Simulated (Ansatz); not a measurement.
**Two structures, one formula**

Two relaxed structures of B$_{2}$SiNH$_{3}$, singlet (PBE0-D4/def2-TZVP; forces vanish, vibrations not checked).

A:

N1  (-1.748, 0.480, -0.975)
Si2  (-0.318, -0.018, -0.235)
B3  (0.874, 0.174, 1.378)
B4  (1.227, -0.766, 0.218)
H5  (-2.075, 0.105, -1.851)
H6  (0.879, 0.790, 2.391)
H7  (-2.359, 1.178, -0.584)
(Å)

B:

N1  (-1.726, 0.335, -0.993)
Si2  (-0.411, 0.027, -0.218)
B3  (0.916, 0.155, 1.280)
B4  (1.553, -0.295, 0.020)
H5  (-2.587, -0.094, -1.276)
H6  (0.302, 0.520, 2.225)
H7  (1.953, -0.646, -1.039)
(Å)

Ansatz 0.2.0; basis: def2-TZVPP; cores frozen in the correlated methods. B3LYP uses VWN-RPA correlation.

Task: Which structure is lower at CCSD(T), and by how much? (An estimate is asked for; the value comes from the calculation.)

Result: Computed: A, by 20.9 kJ/mol (electronic energy, against the other). By their contacts, A is B₂SiNH₃ ([NH2][Si]1[B][BH]1) and B is B₂SiNH₃ ([NH][Si]1[BH][BH]1).

All methods give the same order:

```csv
method,E(B) − E(A) (kJ/mol)
PBE-D4,3.2
r2SCAN-D4,7.3
PBE0-D4,15.4
B3LYP-D4,4.6
wB97M-V,4.6
HF,30.2
MP2,15.6
CCSD,22.6
CCSD(T),20.9
```

T1 diagnostic: at most 0.021. The restricted Hartree–Fock reference is unstable towards an unrestricted one at one or more of these structures.

Labels in which every atom is bracketed show which atoms are joined, not bond orders.

For scale, one of the runs: CCSD(T)/def2-TZVPP, 177 basis functions, launched by `ansatz run in.yaml --threads 2 --pin off --events-out ev --progress --plain --max-ram 4352MiB`. Time: 31 s of wall clock on 2 CPU threads of an Arm Neoverse V1; the host was shared. Peak host memory: 1.6 GiB.
